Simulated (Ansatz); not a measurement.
Species: sum formula SiH$_{3}$S$_{3}$, charge 0, multiplicity 2. It need not be the lowest isomer of its formula. 
Coordinates optimised at B3LYP-D3(BJ)/def2-TZVP (Ansatz, a first-principles code):
```xyz
7

S     -0.0926     1.5130    -1.3552
Si     0.2710    -0.3622    -0.3462
S      1.4256    -0.1773     1.4768
S     -1.7185    -0.9920     0.1589
H      1.0980     2.0292    -1.0063
H      2.6143    -0.2266     0.8486
H     -1.3380    -2.2311     0.5178
```
Charge 0, spin multiplicity 2.

Property: atomisation energy (electronic, to ground-state atoms), in kcal/mol. Valence correlation only, unless marked. UHF or UKS for open shells. No spin-orbit coupling. No relativistic terms. The coupled-cluster limit lacks core correlation, which all-electron functionals hold. CBS(X,Y): correlation extrapolated as X^-3; Hartree-Fock from the larger set.

```tsv
level	program	atomisation energy (kcal/mol)
HF/6-31G	Ansatz	216.7
```

Problem. Predict the CCSD(T)/CBS(aug-cc-pV(T+d)Z,aug-cc-pV(Q+d)Z) result (Ansatz).

Solution. 484.5 kcal/mol
